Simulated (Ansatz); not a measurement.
System: CH5BNO2, net charge 0, doublet state. It need not be the lowest isomer of its formula. 
Geometry from a B3LYP-D3(BJ)/def2-TZVP (Ansatz, a program for electronic structure) optimisation:
```xyz
10

C      1.9036     0.4250    -0.2733
N      0.6971     0.6128     0.4587
B     -0.5089    -0.0988     0.1030
O     -0.4796    -1.4585    -0.0456
O     -1.7020     0.5680    -0.0299
H      2.7654     0.8524     0.2424
H      2.0837    -0.6414    -0.4725
H      1.8299     0.8986    -1.2653
H     -1.3579    -1.8376    -0.1602
H     -1.6247     1.5058     0.1728
```
Charge 0, spin multiplicity 2.

Basis-set convergence of Hartree-Fock and CCSD correlation energies (hartree) with Ansatz. Cores are frozen in the correlated levels unless marked. Open shells are spin-unrestricted. No spin-orbit coupling. Non-relativistic.

| basis | functions | E(HF) | E(corr, CCSD) |
|---|---|---|---|
| cc-pVDZ | 95 | -269.75502 | -0.76752 |
| cc-pVTZ | 220 | -269.84192 | -0.94846 |
| cc-pVQZ | 425 | -269.86228 | -1.00808 |

Extrapolating the two largest sets (X = 3 and 4) as X^-3: E(corr) = (64·(-1.00808) - 27·(-0.94846))/37 = -1.0516 Eh, an estimate of the basis-set limit. The largest set recovers 95.9 % of it, the smallest 73.0 %.
